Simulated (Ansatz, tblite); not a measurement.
Removing an electron: Al(AsH3)H3 (AlAsH₆). Charge 0, multiplicity 1. Geometry: r2SCAN-D4/def2-TZVP. Ansatz, gas phase; energy differences of separate SCF runs; the oxidised species was run as a doublet alone.

Cartesian coordinates in Å:
```
Al -0.873 -0.502 1.142
As 0.628 0.361 -0.819
H 1.175 -0.610 -1.834
H 1.924 1.072 -0.527
H 0.083 1.366 -1.801
H 0.192 -1.517 1.758
H -2.047 -1.083 0.231
H -1.082 0.912 1.851
```

The xTB rows come from tblite. Correlated methods freeze 14 core orbitals; core or outer-core shells of As are correlated, in sets that lack core-valence functions. In CCSD on the charge 1 doublet the largest single amplitude is 0.16, so its Hartree–Fock determinant may place the open shell otherwise than the density functionals do. HOMO above LUMO, or a gap near zero within one spin, warns that the state may not be the lowest or that an electron is smeared out.

```
              level  −HOMO (eV)  vertical IE (eV)  −LUMO (eV)  HOMO–LUMO gap (eV)                                     remarks
           GFN1-xTB       11.68             14.74        6.06                5.62                                           –
           GFN2-xTB       10.88             13.87        5.98                4.90                                           –
      HF/def2-TZVPP           –              9.62           –                   –                                           –
r2SCAN-D4/def2-TZVP        6.94              9.94        0.88                6.06  gap within one spin near zero (+1 doublet)
  PBE0-D4/def2-TZVP        7.88             10.10        0.31                7.56                                           –
     MP2/def2-TZVPP           –             10.38           –                   –                                           –
    CCSD/def2-TZVPP           –             10.41           –                   –                                           –
 CCSD(T)/def2-TZVPP           –             10.40           –                   –                                           –
```

Run but left out: PBE-D4/def2-TZVP (charge +1 doublet: an occupied level 0.10 eV above an empty one).  Raw xTB energy differences between charge states are shifted by several eV; the methods need an empirical correction for them.
